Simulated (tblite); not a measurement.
Compound: C6H13NSi2.
Atom-mapped SMILES: `[H]/[N:1]=[CH:2]\[CH:3]=[C:4]1\[CH2:5][CH2:6][SiH2:7][SiH2:8][CH2:9]1` (hydrogens: H10 on N1; H11 on C2; H12 on C3; H13, H14 on C5; H15, H16 on C6; H17, H18 on Si7; H19, H20 on Si8; H21, H22 on C9)

The geometry is computed with GFN2-xTB (gas phase).

(1) Give the optimised bond lengths and angles.

## Answers

(1) 
```
            bond  length (Å)
           N1=C2       1.266
           C2–C3       1.444
           C3=C4       1.345
           C4–C5       1.505
           C5–C6       1.538
          C6–Si7       1.913
         Si7–Si8       2.316
          Si8–C9       1.928
           C4–C9       1.482
          N1–H10       1.021
          C2–H11       1.086
          C3–H12       1.086
  C5–H13, C5–H14       1.093
  C6–H15, C6–H16       1.092
Si7–H17, Si7–H18       1.470
Si8–H19, Si8–H20       1.469
  C9–H21, C9–H22       1.089
```

Bonds in one row agree within 0.01 Å and their mean is given. A selection of angles:
```
     angle  degrees
  N1–C2–C3    127.0
  C2–C3–C4    126.8
  C3–C4–C5    119.3
  C3–C4–C9    124.5
  C5–C4–C9    116.0
  C4–C5–C6    111.2
 C5–C6–Si7    112.7
C6–Si7–Si8    104.3
Si7–Si8–C9    101.9
 C4–C9–Si8    108.6
 H10–N1–C2    113.9
```

Torsions: N1–C2–C3–C4 179° (antiperiplanar); C2–C3–C4–C5 -176° (antiperiplanar); C3–C4–C5–C6 86° (synclinal); C4–C5–C6–Si7 65° (synclinal); C5–C6–Si7–Si8 -41° (synclinal); C6–Si7–Si8–C9 31° (synclinal); Si7–Si8–C9–C4 -45° (synclinal); C3–C4–C9–Si8 -97° (anticlinal); H10–N1–C2–C3 0° (synperiplanar). The mirror-image conformer, all signs reversed, is as good.

Si7 (SiH2 silicon) is distorted tetrahedral (angles from 104.3° to 116.7°). Si8 (SiH2 silicon) is distorted tetrahedral (angles from 101.9° to 117.4°). The C–C distances run from 1.345 Å (C3=C4, drawn double) to 1.538 Å (C5–C6, drawn single), a spread of 0.193 Å. The 6-membered ring C4–C5–C6–Si7–Si8–C9 has internal angles of 101.9° to 116.0° (sum 655°, against 720° for a flat polygon); it is puckered, 0.26 Å rms from its mean plane, widest ring torsion 89°. Of the pairs four or more bonds apart, H11···H21 is among the closest relative to their van der Waals radii: 2.09 Å, 87 % of the sum of Bondi's values.

Point group: C1 (no symmetry element, even within 0.4 Å). Its GFN2-xTB frequencies are all real (lowest 44 cm⁻¹). The numbers are those of one conformer. 3 starts were optimised and ended at 0.00, 0.01 and 80.00 kcal/mol (GFN2-xTB); the lowest of these is shown.
